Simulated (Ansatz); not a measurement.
One change: `C[Se][SiH3]` becomes `B[Se]C`.

Ansatz, PBE0-D4/def2-TZVP geometries, multiplicity 1. 

Scalar relativity is left out up to krypton.

| property | `C[Se][SiH3]` |
| --- | --- |
| HOMO energy (B3LYP/def2-TZVPP) / eV | -6.38 |
| HOMO–LUMO gap (ωB97M-V/def2-TZVPP) / eV | 10.37 |
| HOMO–LUMO gap (PBE/def2-TZVPP) / eV | 4.51 |
| HOMO energy (PBE/def2-TZVPP) / eV | -5.49 |
| size of the dipole moment (ωB97M-V/def2-TZVPP) / D | 1.33 |
| LUMO energy (ωB97M-V/def2-TZVPP) / eV | 1.60 |

Question: Give the same properties after the change, and the shifts. (Estimate.)

Answer: Ansatz gave: 
```csv
property,`B[Se]C`,shift
HOMO energy (B3LYP/def2-TZVPP) / eV,-7.19,-0.81
HOMO–LUMO gap (ωB97M-V/def2-TZVPP) / eV,10.23,-0.14
HOMO–LUMO gap (PBE/def2-TZVPP) / eV,4.27,-0.24
HOMO energy (PBE/def2-TZVPP) / eV,-6.40,-0.91
size of the dipole moment (ωB97M-V/def2-TZVPP) / D,1.54,0.21
LUMO energy (ωB97M-V/def2-TZVPP) / eV,0.68,-0.92
```

With PBE0 the HOMO falls by 0.81 eV and the LUMO falls by 1.09 eV, so the gap narrows by about 0.28 eV. PBE moves the HOMO by -0.91 eV and ωB97M-V by -0.78 eV. The zero-point energy changes by -10.8 kJ/mol with -3 modes. Dipoles are sizes alone; their direction can turn.

B3LYP here is the variant with VWN-RPA as its local correlation; programs differ in this.

Spin–orbit coupling is left out; it splits and shifts lone-pair levels of the heavy atoms by tenths of an eV.
